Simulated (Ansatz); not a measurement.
C3ClN3Si (`N#C[Si](Cl)(C#N)C#N`). Charge 0, multiplicity 1. All single points use the PBE0-D4/def2-TZVP geometry.

```xyz
8

N    -2.416    1.251    0.901
C    -1.493    0.635    0.598
Si   -0.034   -0.357    0.126
Cl   -0.215   -2.238    0.791
C     1.451    0.435    0.833
N     2.390    0.925    1.285
C     0.113   -0.329   -1.694
N     0.205   -0.323   -2.841
```

(1) What is the dipole moment at PBE/def2-TZVPP? (Estimate.)

(2) And with r2SCAN, B3LYP, ωB97M-V? (Estimate.)

(3) Give the Mulliken charges with PBE, ωB97M-V, r2SCAN in def2-TZVPP. (Estimate.)

Answers

(1) Ansatz gave: 2.47 D, with components (-0.22, -2.32, 0.82) D in this frame, pointing from negative to positive charge.

(2) Computed: r2SCAN 2.47 D, B3LYP 2.51 D, ωB97M-V 2.51 D.

(3) Computed: 
| atom | PBE | ωB97M-V | r2SCAN |
| --- | --- | --- | --- |
| N1 | 0.08 | 0.03 | -0.01 |
| C2 | -0.24 | -0.21 | -0.19 |
| Si3 | 0.55 | 0.61 | 0.72 |
| Cl4 | -0.09 | -0.07 | -0.12 |
| C5 | -0.24 | -0.21 | -0.19 |
| N6 | 0.08 | 0.03 | -0.01 |
| C7 | -0.24 | -0.21 | -0.19 |
| N8 | 0.08 | 0.03 | -0.01 |

B3LYP here is the variant with VWN-RPA as its local correlation; programs differ in this.
